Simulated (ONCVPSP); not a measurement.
# Which change was made? (Ga, ONCV)

ONCVPSP 4.0.1 input, shortened (lines: element, Z, core and valence counts, functional; n l f; lmax; l rc ep ncon nbas qcut; lloc lpopt rc5 dvloc0; l nproj debl; icmod fcfact rcfact), BLYP, scalar-relativistic:

```
  Ga 31.00    3    5  -106131      upf
    1    0    2.00
    2    0    2.00
    2    1    6.00
    3    0    2.00
    3    1    6.00
    3    2   10.00
    4    0    1.75
    4    1    1.25
    2
    0    0.90    0.00    4    8   15.00
    1    1.15    0.00    5    8    9.60
    2    1.35    0.00    4    8   12.30
    4    5    0.70    0.00
    0    2    2.20
    1    2    1.20
    2    2    0.60
    3    2.25    1.70
```

In the d channel the program set the typed energies aside and used -0.718, 0.250 Ha.

Cutoffs, loose and tight: the cutoffs (Ha) at which the residual kinetic energy of the hardest occupied pseudo-wave falls to 1 and 0.1 mHa per electron. They do not see the model core or the augmentation charge, which bear on the density cutoff. Test errors are all-electron minus pseudo excitation energies from the reference, over the configurations 3s2 3p6 3d10 4s2 4p1; 3s2 3p6 3d10 4s2 4p0; 3s2 3p6 3d10 4s1 4p0; 3s2 3p6 3d9 4s2 4p1; variants that change the core or the reference have their own tests.

The base gives: outcome: generated, projector energies reset by the program; cutoff, loose: 78 Ha; cutoff, tight: 124 Ha; bound ghosts: none; GHOST(+) flags above zero: p; largest test error (meV): +131.

Task: After one change the result is: outcome: failed: ERROR pspot: first pseudo wave function has node, program will stop. Which change was it?
A. d: qcut 14.2
B. d: qcut 9.8
C. d: qcut 18
D. d: qcut 8.1

Result: C. The others give: d: qcut 9.8 → outcome: generated, projector energies reset by the program; cutoff, loose: 78 Ha; cutoff, tight: 124 Ha; bound ghosts: none; GHOST(+) flags above zero: p; largest test error (meV): +205 | d: qcut 8.1 → outcome: generated, projector energies reset by the program; cutoff, loose: 126 Ha; cutoff, tight: 165 Ha; bound ghosts: none; GHOST(+) flags above zero: p; largest test error (meV): +291 | d: qcut 14.2 → outcome: generated, projector energies reset by the program; cutoff, loose: 78 Ha; cutoff, tight: 124 Ha; bound ghosts: none; GHOST(+) flags above zero: p; largest test error (meV): +96.
